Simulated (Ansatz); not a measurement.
Stepwise reaction of `Br[Si](Br)(Br)Br` with hydrogen, as a gas-phase model of exchange steps in deposition or etching. ΔE in kJ/mol; ΔG adds harmonic PBE0-D4 terms to CCSD(T)/CBS, at 1 bar.

Isolated molecules relaxed with PBE0-D4/def2-TZVP in Ansatz; ΔE leaves out vibrations. CCSD(T)/CBS is the MP2 limit (def2-TZVPP, def2-QZVPP) plus CCSD(T) − MP2 in def2-TZVPP, frozen cores. This one scheme is used for every species. DFT in def2-TZVPP. B3LYP here is the variant with VWN-RPA as its local correlation; programs differ in this. For Br outer-core shells are correlated without core-valence functions, which leaves a few kJ/mol of doubt a bond. Scalar relativity is left out up to krypton.

```
step                                         reaction  PBE-D4  B3LYP-D4  ωB97M-V  CCSD(T)/CBS  ΔG(400 K)
   1  `Br[Si](Br)(Br)Br` + H₂ → `Br[SiH](Br)Br` + HBr    68.0      63.8     63.6         65.6       54.8
   3             `Br[SiH2]Br` + H₂ → `[SiH3]Br` + HBr    74.3      70.4     71.7         74.5       69.9
   4                     `[SiH3]Br` + H₂ → SiH₄ + HBr    68.3      66.0     68.9         71.6       70.1
```

(1) Give the row of step 2, `Br[SiH](Br)Br` + H₂ → `Br[SiH2]Br` + HBr. (Best estimate.)

(2) By hand: ΔE of the 4 steps together at CCSD(T)/CBS.

Results:

(1) The calculation gave: 
```
step                                   reaction  PBE-D4  B3LYP-D4  ωB97M-V  CCSD(T)/CBS  ΔG(400 K)
   2  `Br[SiH](Br)Br` + H₂ → `Br[SiH2]Br` + HBr    74.0      69.4     69.8         72.4       65.1
```

(2) (65.6) + (72.4) + (74.5) + (71.6) = 284.1 kJ/mol, or 71.0 kJ/mol a step.

In ΔE step 1 is the lowest and step 3 the highest. All are uphill at CCSD(T)/CBS. ΔG lies between 54.8 and 70.1 kJ/mol a step. PBE-D4 differs from CCSD(T)/CBS by -3.3 to 2.4 kJ/mol a step. Isolated molecules leave out the surface, adducts and barriers. Largest T1 diagnostic: 0.011.
